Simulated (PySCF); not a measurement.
# B3LYP on P⁺ (phosphorus, charge +1)

Configuration: [Ne] 3s2 3p2, high-spin 3P determinant. All numbers are calculated (PySCF 2.14, the spin-free X2C one-electron Hamiltonian (Gaussian nucleus), in Sapporo-DZP-2012 (5s4p2d, 27 functions)).

* Total energy: -341.6040 hartree
* One-electron energy: -466.7829 hartree
* Hartree (Coulomb) energy: 148.1078 hartree
* Exchange-correlation energy: -22.9289 hartree
* ⟨S²⟩: 2.0037
* ⟨L²⟩: 2.013
* Sum of ⟨r⟩: 12.03 bohr
* Sum of ⟨r²⟩: 20.59 bohr²
* Traceless quadrupole moment −½Σ⟨3z² − r²⟩ along its main axis: 1.98 e·bohr²
* Langevin diamagnetic susceptibility: -16.3 ×10⁻⁶ cm³/mol
* Time after the integrals: 0.14 s of wall time on 1 thread of Neoverse-V2 (shared host)

```csv
shell,electrons,mean orbital energy (eV),spread (eV),"rms radius, mean of both spins (bohr)"
1s α,1,-2114.9,0,0.120
1s β,1,-2114.6,0,0.120
2s α,1,-191.03,0,0.567
2s β,1,-190.76,0,0.567
2p α,3,-140.19,0.122,0.541
2p β,3,-139.77,0.533,0.541
3s α,1,-25.483,0,1.96
3s β,1,-23.121,0,1.96
3p α,2,-15.947,0,2.29
```

Densities and radii are taken from the X2C orbitals without a picture-change correction, which distorts them close to the nucleus.
